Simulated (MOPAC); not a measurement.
MOPAC input (PM3):

```
PM3 1SCF UHF MS=0.5 GEO-OK AUX(PRECISION=9) THREADS=1
C2H5GeO2

C     2.78225800 1    0.19795800 1    0.16947800 1
C     1.38994900 1   -0.12816100 1    0.36392400 1
O     0.98704100 1   -0.88579800 1    1.23594000 1
O     0.55877500 1    0.47463700 1   -0.50082200 1
Ge   -1.22117200 1    0.06954900 1   -0.26678600 1
H     3.51087600 1   -0.24931700 1    0.82772300 1
H     3.08924900 1    0.87283100 1   -0.61498400 1
H    -1.84259800 1    0.90813500 1   -1.39039500 1
H    -1.42064200 1   -1.43160900 1   -0.48678800 1
H    -1.65916100 1    0.54489000 1    1.12025400 1
```

Output:

```
 *******************************************************************************
 **                                                                           **
 **                              MOPAC v23.2.5                                **
 **                                                                           **
 *******************************************************************************
 ** MOPAC's Digital Object Identifier: https://doi.org/10.5281/zenodo.6511958 **
 **                                                                           **
 ** Please cite the open-source release paper for use of this MOPAC version:  **
 ** J. E. Moussa and J. J. P. Stewart (2026)                                  **
 ** MOPAC: An open-source semiempirical molecular orbital program             **
 ** J. Open Source Softw., 11(119), 8025, https://doi.org/10.21105/joss.08025 **
 *******************************************************************************

                              PM3 CALCULATION RESULTS

 *******************************************************************************
 *  PM3        - The PM3 Hamiltonian to be used
 *  GEO-OK     - OVERRIDE INTERATOMIC DISTANCE AND OTHER SAFETY CHECKS
 *  UHF        - UNRESTRICTED HARTREE-FOCK CALCULATION
 *  MS=        - IN MECI, MAGNETIC COMPONENT OF SPIN =  0.5
 *  1SCF       - DO 1 SCF AND THEN STOP
 *  AUX        - OUTPUT AUXILIARY INFORMATION
 *******************************************************************************
PM3 1SCF UHF MS=0.5 GEO-OK AUX(PRECISION=9) THREADS=1
 C2H5GeO2

   ATOM   CHEMICAL          X               Y               Z
  NUMBER   SYMBOL      (ANGSTROMS)     (ANGSTROMS)     (ANGSTROMS)

     1       C          2.78225800  *   0.19795800  *   0.16947800  *
     2       C          1.38994900  *  -0.12816100  *   0.36392400  *
     3       O          0.98704100  *  -0.88579800  *   1.23594000  *
     4       O          0.55877500  *   0.47463700  *  -0.50082200  *
     5      Ge         -1.22117200  *   0.06954900  *  -0.26678600  *
     6       H          3.51087600  *  -0.24931700  *   0.82772300  *
     7       H          3.08924900  *   0.87283100  *  -0.61498400  *
     8       H         -1.84259800  *   0.90813500  *  -1.39039500  *
     9       H         -1.42064200  *  -1.43160900  *  -0.48678800  *
    10       H         -1.65916100  *   0.54489000  *   1.12025400  *

          CARTESIAN COORDINATES

    NO.       ATOM           X           Y           Z

     1         C          2.7823      0.1980      0.1695
     2         C          1.3899     -0.1282      0.3639
     3         O          0.9870     -0.8858      1.2359
     4         O          0.5588      0.4746     -0.5008
     5        Ge         -1.2212      0.0695     -0.2668
     6         H          3.5109     -0.2493      0.8277
     7         H          3.0892      0.8728     -0.6150
     8         H         -1.8426      0.9081     -1.3904
     9         H         -1.4206     -1.4316     -0.4868
    10         H         -1.6592      0.5449      1.1203

  H: (PM3): J. J. P. STEWART, J. COMP. CHEM. 10, 209 (1989).
  C: (PM3): J. J. P. STEWART, J. COMP. CHEM. 10, 209 (1989).
  O: (PM3): J. J. P. STEWART, J. COMP. CHEM. 10, 209 (1989).
 Ge: (PM3): J. J. P. STEWART, J. COMP. CHEM. 12, 320-341 (1991).

           Empirical Formula: C2 H5 O2 Ge  =    10 atoms

      MOLECULAR POINT GROUP   :   Cs

          UHF CALCULATION, NO. OF ALPHA ELECTRONS =   15
                           NO. OF BETA  ELECTRONS =   14

 -------------------------------------------------------------------------------
 PM3 1SCF UHF MS=0.5 GEO-OK AUX(PRECISION=9) THREADS=1
 C2H5GeO2

     1SCF WAS SPECIFIED, SO BFGS WAS NOT USED
     SCF FIELD WAS ACHIEVED

                              PM3 CALCULATION
                                                       MOPAC v23.2.5 Linux

          FINAL HEAT OF FORMATION =        -47.06474 KCAL/MOL =    -196.91888 KJ/MOL

          COSMO AREA              =        130.15 SQUARE ANGSTROMS
          COSMO VOLUME            =        119.28 CUBIC ANGSTROMS

          IONIZATION POTENTIAL    =         10.418078 EV
          ALPHA SOMO LUMO (EV)    =        -10.418 -0.267
          BETA  SOMO LUMO (EV)    =        -11.040 -0.604
          NO. OF ALPHA ELECTRONS  =         15
          NO. OF BETA  ELECTRONS  =         14
          MOLECULAR WEIGHT        =        133.6503         POINT GROUP:  Cs

          MOLECULAR DIMENSIONS (Angstroms)

            Atom       Atom       Distance
            H     8    H     6     5.90927
            H     7    H    10     3.57841
            H     7    H     9     2.38944

          SCF CALCULATIONS        =          1

   ATOM   CHEMICAL          X               Y               Z
  NUMBER   SYMBOL      (ANGSTROMS)     (ANGSTROMS)     (ANGSTROMS)

     1       C          2.78225800  *   0.19795800  *   0.16947800  *
     2       C          1.38994900  *  -0.12816100  *   0.36392400  *
     3       O          0.98704100  *  -0.88579800  *   1.23594000  *
     4       O          0.55877500  *   0.47463700  *  -0.50082200  *
     5      Ge         -1.22117200  *   0.06954900  *  -0.26678600  *
     6       H          3.51087600  *  -0.24931700  *   0.82772300  *
     7       H          3.08924900  *   0.87283100  *  -0.61498400  *
     8       H         -1.84259800  *   0.90813500  *  -1.39039500  *
     9       H         -1.42064200  *  -1.43160900  *  -0.48678800  *
    10       H         -1.65916100  *   0.54489000  *   1.12025400  *

                             CARTESIAN COORDINATES

   1    C        2.782258000     0.197958000     0.169478000
   2    C        1.389949000    -0.128161000     0.363924000
   3    O        0.987041000    -0.885798000     1.235940000
   4    O        0.558775000     0.474637000    -0.500822000
   5   Ge       -1.221172000     0.069549000    -0.266786000
   6    H        3.510876000    -0.249317000     0.827723000
   7    H        3.089249000     0.872831000    -0.614984000
   8    H       -1.842598000     0.908135000    -1.390395000
   9    H       -1.420642000    -1.431609000    -0.486788000
  10    H       -1.659161000     0.544890000     1.120254000

           Empirical Formula: C2 H5 O2 Ge  =    10 atoms

      MOLECULAR POINT GROUP   :   Cs

          ALPHA EIGENVALUES
 -38.83238 -34.80977 -29.33391 -20.48310 -17.89383 -17.19742 -16.03227 -15.54261
 -14.35626 -12.92592 -12.86139 -12.00669 -11.36992 -11.19783 -10.41808  -0.26665
   0.42483   0.45733   1.62295   2.32733   2.91114   3.83948   4.14863   5.47225
   7.29287

           BETA EIGENVALUES
 -38.75747 -34.79970 -28.23106 -20.31440 -17.80291 -17.01041 -15.78682 -15.45894
 -14.08449 -12.75852 -12.57948 -12.00080 -11.13498 -11.03959  -0.60389  -0.21861
   0.42851   0.50737   2.37259   2.54489   3.28520   4.20491   4.47820   5.60332
   7.29593

              NET ATOMIC CHARGES AND DIPOLE CONTRIBUTIONS

  ATOM NO.   TYPE          CHARGE      No. of ELECS.   s-Pop       p-Pop
    1          C          -0.143868        4.1439     1.21731     2.92656
    2          C           0.389149        3.6109     1.15911     2.45174
    3          O          -0.383646        6.3836     1.86885     4.51480
    4          O          -0.402948        6.4029     1.82275     4.58020
    5         Ge           0.489114        3.5109     0.73673     2.77415
    6          H           0.099507        0.9005     0.90049
    7          H           0.099247        0.9008     0.90075
    8          H          -0.049584        1.0496     1.04958
    9          H          -0.048485        1.0485     1.04849
   10          H          -0.048485        1.0485     1.04849
 DIPOLE           X         Y         Z       TOTAL
 POINT-CHG.    -0.787     0.788    -1.086     1.555
 HYBRID         0.399     0.097    -0.060     0.415
 SUM           -0.388     0.885    -1.146     1.499

          ATOMIC ORBITAL ELECTRON POPULATIONS

     Atom    s        px        py        pz
    1  C   1.21731   0.94638   0.98322   0.99696
    2  C   1.15911   0.87339   0.78300   0.79536
    3  O   1.86885   1.80144   1.35391   1.35944
    4  O   1.82275   1.31546   1.68976   1.57498
    5 Ge   0.73673   0.72263   1.02374   1.02779
    6  H   0.90049
    7  H   0.90075
    8  H   1.04958
    9  H   1.04849
   10  H   1.04849

                    (SZ)    =    0.500000
                    (S**2)  =    0.776696

          ATOMIC ORBITAL SPIN POPULATIONS

    Atom   Total    s     px     py     pz
         Atomic
    1  C  1.1288  0.067  0.074  0.578  0.409
    2  C -0.1325 -0.022 -0.033 -0.046 -0.032
    3  O  0.1563 -0.000 -0.002  0.094  0.065
    4  O  0.0009 -0.002  0.003 -0.000  0.000
    5 Ge -0.0147 -0.002 -0.007 -0.003 -0.003
    6  H -0.0734 -0.073
    7  H -0.0733 -0.073
    8  H  0.0018  0.002
    9  H  0.0030  0.003
   10  H  0.0030  0.003

 **********************
 *                    *
 * JOB ENDED NORMALLY *
 *                    *
 **********************

 == MOPAC DONE ==
```

The geometry given is a B3LYP-D3(BJ)/def2-TZVP minimum.
